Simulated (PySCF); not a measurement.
Cl₄Zr, SMILES [Cl][Zr]([Cl])([Cl])[Cl] (connectivity only; charge and spin as stated), charge -1, multiplicity 2.

Coordinates come from a PBE-D3(BJ)/def2-SVPD optimisation. The geometry has at least one imaginary mode, so it is a saddle point at that level. The spin state was assumed, not searched. The isomer is the one that the SMILES or the coordinates give; other isomers of the formula were not compared. The def2 effective core potentials stand for the cores of Zr; spin–orbit coupling is left out.

Two levels are set side by side: PBE/def2-SVPD (PySCF) and ωB97X/def2-SVPD (PySCF). Same geometry, gas phase. Differences are taken from unrounded values.

```csv
quantity,ωB97X
α-spin orbital gap (eV),6.99
β-spin orbital gap (eV),11.65
mean polarisability (bohr³),107.4
```

What does PBE give, and how far is it from ωB97X? (An estimate is asked for; the answer gives what the named calculation found.)


```tsv
quantity	PBE	PBE minus ωB97X
α-spin orbital gap (eV)	0.20	-6.79
β-spin orbital gap (eV)	5.15	-6.50
mean polarisability (bohr³)	121.0	13.6
```

PBE's more diffuse valence density responds more strongly to a field. Differences between two approximate levels are no errors against the true value.

Rough cost on one machine, each run with all the roots and properties that it gave: ωB97X against PBE about 1/2.
